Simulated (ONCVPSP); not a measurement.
PBE ONCV dataset for N (Z = 7), scalar-relativistic all-electron reference.

ONCVPSP 4.0.1 was run on this input:

```
# ATOM AND REFERENCE CONFIGURATION
# atsym  z   nc   nv     iexc    psfile
  N 7.00    1    2        4      upf
#
#   n    l    f
    1    0    2.00
    2    0    2.00
    2    1    2.00
#
# PSEUDOPOTENTIAL AND OPTIMIZATION
# lmax
    1
#
#   l,   rc,      ep,       ncon, nbas, qcut
    0    0.75    0.00    3    6    8.90
    1    1.95    0.00    3    7    5.40
#
# LOCAL POTENTIAL
# lloc, lpopt,  rc(5),   dvloc0
    4    5    0.55    6.00
#
# VANDERBILT-KLEINMAN-BYLANDER PROJECTORs
# l, nproj, debl
    0    2    0.50
    1    2    3.00
#
# MODEL CORE CHARGE
# icmod, fcfact, rcfact
    3    2.25    1.65
#
# LOG DERIVATIVE ANALYSIS
# epsh1, epsh2, depsh
   -3.00    5.00    0.02
#
# OUTPUT GRID
# rlmax, drl
    6.00    0.01
#
# TEST CONFIGURATIONS
# ncnf
    4
# nvcnf
#   n    l    f
    2
    2    0    2.00
    2    1    3.00
#
    2
    2    0    2.00
    2    1    1.00
#
    2
    2    0    2.00
    2    1    0.00
#
    2
    2    0    1.00
    2    1    0.00
#
```

Command:

```bash
oncvpsp.x < N.dat > N.out
```

The program printed (shortened: citation, most of the input echo, consistency checks and plot data are left out):

```
ONCVPSP  (Optimized Norm-Conservinng Vanderbilt PSeudopotential)
scalar-relativistic version 4.0.1

#   n    l    f        energy (Ha)
    1    0    2.00    -1.4761442E+01
    2    0    2.00    -1.1929640E+00
    2    1    2.00    -7.6027961E-01

Reference configufation results
  iterations    22
  all-electron total energy (Ha)   -5.39535657D+01

Begin loop to  construct optimized pseudo wave functions
and semi-local pseudopoentials for all angular momenta

WARNING wellstate: negative energy specified for n= 3 l=  0
WARNING scattering state with energy  0.25000000
WARNING will be used for the first projector

   Wellstate for l =  0  n =  3
     eigenvalue =   0.2500
     asymptotic potential =   0.7500
     half-point radius =  2.7997

Calculating optimized projector #   1

 for l=   0

    Fraction of norm inside rc  0.161948
    Optimizing pswf for qcut=   8.91 a_B^-1,  ecut=  39.66 Ha
    Residual kinetic energy error=  9.73D-05 Ha

    Energy error per electron        Cutoff
         Ha          eV             Ha
         0.01000     0.27211       21.18
         0.00100     0.02721       30.64
         0.00010     0.00272       39.81
         0.00001     0.00027      177.83

Calculating optimized projector #   2

 for l=   0

    Fraction of norm inside rc  0.043546
    Optimizing pswf for qcut=   8.91 a_B^-1,  ecut=  39.66 Ha
    Residual kinetic energy error=  4.52D-04 Ha

    Energy error per electron        Cutoff
         Ha          eV             Ha
         0.01000     0.27211       15.84
         0.00100     0.02721       27.27
         0.00010     0.00272      149.34
         0.00001     0.00027      244.85

   Wellstate for l =  1  n =  5
     eigenvalue =   2.2397
     asymptotic potential =   2.7397
     half-point radius =  4.1817

Calculating optimized projector #   1

 for l=   1

    Fraction of norm inside rc  0.858648
    Optimizing pswf for qcut=   5.41 a_B^-1,  ecut=  14.62 Ha
    Residual kinetic energy error=  1.81D-04 Ha

    Energy error per electron        Cutoff
         Ha          eV             Ha
         0.01000     0.27211       10.23
         0.00100     0.02721       12.80
         0.00010     0.00272       19.61
         0.00001     0.00027       60.47

Calculating optimized projector #   2

 for l=   1

    Fraction of norm inside rc  0.145962
    Optimizing pswf for qcut=   5.41 a_B^-1,  ecut=  14.62 Ha
    Residual kinetic energy error=  3.48D-03 Ha

    Energy error per electron        Cutoff
         Ha          eV             Ha
         0.01000     0.27211       12.93
         0.00100     0.02721       23.67
         0.00010     0.00272       59.29

Construct Vanderbilt / Kleinmman-Bylander projectors

B matrix Hermiticity error, ll=   0
   1   2    5.4076E-05

  Orthonormal projector coefficients  4.4545E+01  7.4673E+00

B matrix Hermiticity error, ll=   1
   1   2    5.5524E-05

  Orthonormal projector coefficients -5.4844E+00 -1.4025E+00

Model core correction analysis
  based on d2Exc/dn_idn_j

d2excae - all-electron derivatives

   -6.184643D-02   -5.526544D-02
   -5.527002D-02   -5.439285D-02

d2excps - pseudofunction derivatives with no core correction

   -6.087615D-02   -5.760087D-02
   -5.760230D-02   -5.558907D-02

rms 2nd derivative error    1.821134E-03

rmatch, rhocmatch    0.4863    3.9458

Teter function model core charge with specified parameters

d2excps - pseudofunction derivatives with core correction

   -5.834897D-02   -5.597467D-02
   -5.597513D-02   -5.456595D-02

rms 2nd derivative error    1.820879E-03

Pseudoatom total energy   -9.026699

Diagnostic tests using Vanderbilt-Kleinman-Bylander pseudopotentials
  1 or more projectors used as specified by nproj input data

   l    rcore       rmatch      e in        delta e   norm test  slope test

   0   0.7525286   0.7753770  -1.1929640  -0.0000425   0.9999836   1.0000766
   0   0.7525286   0.7753770   0.2500000   0.0003632   1.0000327   1.0000327

   1   1.9597466   2.0192487  -0.7602796  -0.0000546   0.9999329   0.9998628
   1   1.9597466   2.0192487   2.2397204  -0.0002898   1.0000208   1.0000208

 Testing for bound ghosts
   n   l    E NL Schr. Eq   E Basis Diag.   E Cutoff

   1   0       -1.193007       -1.023272    218.94

   2   1       -0.760334       -0.760147     57.99

 Testing for highly-localized positive-energy ghosts
       l    <radius>/rc     E Basis Diag.   E Cutoff

Test configuration 0

   n   l     f        eae           eps        diff
   1   0  2.0000  -14.76144207
   2   0  2.0000   -1.19296401   -1.19300651   -4.25D-05
   2   1  2.0000   -0.76027961   -0.76033419   -5.46D-05

    Total energies and differences
      AE_ref= -5.39535657D+01  AE_tst= -5.39535657D+01  dif=  0.00D+00
      PS_ref= -9.02669929D+00  PS_tst= -9.02669929D+00  dif= -1.78D-15
      PSP excitation error=  1.78D-15

Test configuration 1

   n   l     f        eae           eps        diff
   1   0  2.0000  -14.13822183
   2   0  2.0000   -0.68290674   -0.68187327    1.03D-03
   2   1  3.0000   -0.26054783   -0.26588390   -5.34D-03

    Total energies and differences
      AE_ref= -5.39535657D+01  AE_tst= -5.44530351D+01  dif= -4.99D-01
      PS_ref= -9.02669929D+00  PS_tst= -9.53030842D+00  dif= -5.04D-01
      PSP excitation error=  4.14D-03

Test configuration 2

   n   l     f        eae           eps        diff
   1   0  2.0000  -15.57681778
   2   0  2.0000   -1.80659260   -1.79473835    1.19D-02
   2   1  1.0000   -1.37852229   -1.34996575    2.86D-02

    Total energies and differences
      AE_ref= -5.39535657D+01  AE_tst= -5.28932188D+01  dif=  1.06D+00
      PS_ref= -9.02669929D+00  PS_tst= -7.97811836D+00  dif=  1.05D+00
      PSP excitation error=  1.18D-02

Test configuration 3

   n   l     f        eae           eps        diff
   1   0  2.0000  -16.56788995
   2   0  2.0000   -2.50354763   -2.45831948    4.52D-02

    Total energies and differences
      AE_ref= -5.39535657D+01  AE_tst= -5.11629894D+01  dif=  2.79D+00
      PS_ref= -9.02669929D+00  PS_tst= -6.30511008D+00  dif=  2.72D+00
      PSP excitation error=  6.90D-02

Test configuration 4

   n   l     f        eae           eps        diff
   1   0  2.0000  -17.63581567
   2   0  1.0000   -3.21824888   -3.15898033    5.93D-02

    Total energies and differences
      AE_ref= -5.39535657D+01  AE_tst= -4.83032091D+01  dif=  5.65D+00
      PS_ref= -9.02669929D+00  PS_tst= -3.49688384D+00  dif=  5.53D+00
      PSP excitation error=  1.21D-01
```

The run took about 3.2 s on one core of a shared server CPU.
